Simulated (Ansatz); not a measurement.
`B[O][Al]([Cl])[Cl]` + `N=CF` → `BN=CF` + `[OH][Al]([Cl])[Cl]`  (ligand exchange at a B–O bond)

Computed with Ansatz on PBE0-D4/def2-TZVP structures; ΔE is electronic, products minus reactants. CCSD(T)/CBS adds triple-zeta CCSD(T) − MP2 to the extrapolated MP2 energy (def2 sets, frozen cores). This one scheme is used for every species. Functionals use def2-TZVPP. Each species was taken in one conformer, which may not be the lowest.

CCSD(T)/CBS gives +6.3 kcal/mol.

(1) Another level gave +1.2 kcal/mol. Which?
A. PBE/def2-TZVPP
B. CAM-B3LYP/def2-TZVPP
C. BHLYP-D4/def2-TZVPP
D. r2SCAN-D4/def2-TZVPP

Largest T1 diagnostic among the species: 0.015.

## Answers

(1) A. PBE 1.2, r2SCAN-D4 3.4, CAM-B3LYP 5.1, BHLYP-D4 7.0 kcal/mol.

In def2-TZVPP, CCSD(T) changes the Hartree–Fock value by −4.6 kcal/mol (the triples alone add −0.7 kcal/mol) and MP2 by −5.4 kcal/mol. From BLYP to BHLYP (50 % exact exchange), in def2-TZVPP and without D4, ΔE moves by +4.1 kcal/mol.
